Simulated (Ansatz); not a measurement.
System: GePH4, charge 0, doublet. GePH4 (SMILES [PH2][GeH2], doublet).
B3LYP-D3(BJ)/def2-TZVP minimum from Ansatz (an electronic-structure program):
```xyz
6

Ge    -0.5522     0.5308     0.0052
P      1.1261    -1.0923     0.0070
H     -0.2893     1.4827     1.2051
H     -1.9043    -0.1883     0.2692
H      2.1573    -0.2529    -0.4838
H      0.8147    -1.6419    -1.2618
```
Charge 0, spin multiplicity 2.

Atomisation energy term by term, kcal/mol (programs: Ansatz). Open shells are spin-unrestricted; no spin-orbit coupling. Correlated methods leave the cores frozen (noble-gas shells, and filled d and f shells in the p block). No relativity. CBS(X,Y): correlation extrapolated as X^-3, Hartree-Fock from the larger set. A bracket is a step between two methods taken in the basis named. For partners of very few electrons the exact lower level stands in for a higher one.

```json
[
 {"term": "Hartree-Fock", "basis": "def2-QZVPP", "kcal/mol": "241.84"},
 {"term": "CCSD correlation", "basis": "CBS(def2-TZVPP,def2-QZVPP)", "kcal/mol": "96.16"},
 {"term": "(T)", "basis": "CBS(def2-TZVPP,def2-QZVPP)", "kcal/mol": "4.53"},
 {"term": "CCSDT(Q) - CCSD(T)", "basis": "def2-TZVPP", "kcal/mol": "0.39"},
 {"term": "sum: De", "basis": "", "kcal/mol": "342.9"}
]
```

The step beyond CCSD(T) by other levels: CCSDT(Q) in def2-SVP 0.57 kcal/mol.
